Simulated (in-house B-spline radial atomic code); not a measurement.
Te²⁺: [Ar] 3d10 4s1 4p6 4d10 5s2 5p3 (with a hole in an inner shell)

Computed with an all-electron radial atomic-structure program (B-spline basis): Dirac-Kohn-Sham LDA VWN5, spherical fractional occupations, Fermi nucleus of rms radius 4.7423 fm.

Z_r = [3n² - l(l+1)]/(2<r>); Z_e = n√(-2ε); the last column is Slater's effective charge. Values are occupation-weighted means over j. An effective charge above Z reflects the relativistic contraction of the inner shells.

```csv
shell,electrons,ε (eV),<r> (bohr),Z_r,Z_e,Slater
1s,2,-31603,0.02784,53.89,48.20,51.70
2s,2,-4873.2,0.1195,50.20,37.85,47.85
2p,6,-4387.9,0.1046,47.81,35.92,47.85
3s,2,-994.97,0.3223,41.89,25.65,40.75
3p,6,-836.19,0.3201,39.05,23.52,40.75
3d,10,-591.8,0.2969,35.37,19.79,30.85
4s,1,-193,0.7589,31.62,15.07,24.60
4p,6,-143.03,0.8115,28.34,12.97,24.60
4d,10,-69.077,0.9423,22.29,9.01,13.85
5s,2,-35.663,1.902,19.72,8.10,8.15
5p,3,-24.473,2.23,16.36,6.71,8.15
```

The least bound orbital is 5p3/2 at -24.06 eV, and it is also the most diffuse (<r> = 2.256 bohr). The part-filled 4s shell lies below the filled 5s shell in orbital energy.

Spin-orbit splittings of the orbital energies (j = l + 1/2 above j = l - 1/2 when positive): 2p 274.2 eV, 3p 51.11 eV, 3d 10.7 eV, 4p 10.06 eV, 4d 1.577 eV, 5p 1.252 eV.

For the 1s electron the small component carries 3.66 % of the norm, the zero-frequency Breit interaction raises the level by 76.7 eV, self-energy by 43.8 eV, and vacuum polarisation lowers it by 5.949 eV.
